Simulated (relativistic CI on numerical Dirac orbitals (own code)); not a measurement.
**How well does a small relativistic CI reproduce Br4+?**

Calculated at this level of theory: Dirac-Coulomb-Breit CI, separate exchange-only KLI orbitals for each configuration, model QED (radiative potential, 1s self-energy scaled to tabulated hydrogen-like ionisation energies), valence Slater integrals scaled by 0.85, P86 correlation estimate, and configurations built on the next ion tied to the tabulated ionisation energy (semi-empirical) (own radial code, finite nucleus).

Configuration list (outside the closed core [Ar] 3d10): 4s2 4p, 4s2 4d, 4s2 5s, 4s2 5p, 4s2 5d, 4s2 6s, 4s2 4f, 4s2 5f, 4s 4p2, 4p3, 4s 4p 4d, 4s 4p 4f, 4p 4d2, 4p2 4d, 4s 4p 5s, 4s2 6p, 4s 4d2, 4s2 5g, 4s2 6d, 4s 4p 5p, 4p 4f2, 4s2 6f, 4p2 4f, 4s 4p 5d. Levels of other configurations are missing.

```csv
Configuration,Term (tabulated),J,Measured (cm⁻¹),Computed,Error,Purity (%)
4s2 4p,2P°,1/2,0.0,0,0,97
4s2 4p,2P°,3/2,6090.0,5903,-187,97
4s 4p2,2D,3/2,122941.0,121068,-1873,87
4s 4p2,2D,5/2,123628.0,121782,-1846,87
4s 4p2,2P,1/2,158158.0,157124,-1034,86
4s 4p2,2P,3/2,161011.0,160128,-883,96
4s2 4d,2D,3/2,187970.0,183143,-4827,86
4s2 4d,2D,5/2,188592.0,183705,-4887,87
4s2 5s,2S,1/2,213510.0,213293,-217,99
```

Measured levels from Moore, Atomic Energy Levels, vol. II, NSRDS-NBS 35 (1971 reprint of NBS Circular 467, 1952); pairs were made by configuration, J and term (by order where the table uses no LS term), so strongly mixed levels may be paired wrongly. The analysis dates from before 1960.

Mean error by configuration (cm⁻¹): 4s2 4p -187; 4s 4p2 -1409; 4s2 4d -4857; 4s2 5s -217. Over the excited levels the mean absolute error is 1969 cm⁻¹ (8 of the 8 excited levels that our extract of the source holds in range could be paired), and the median relative error of those above 1,000 cm⁻¹ is 1.5 %.
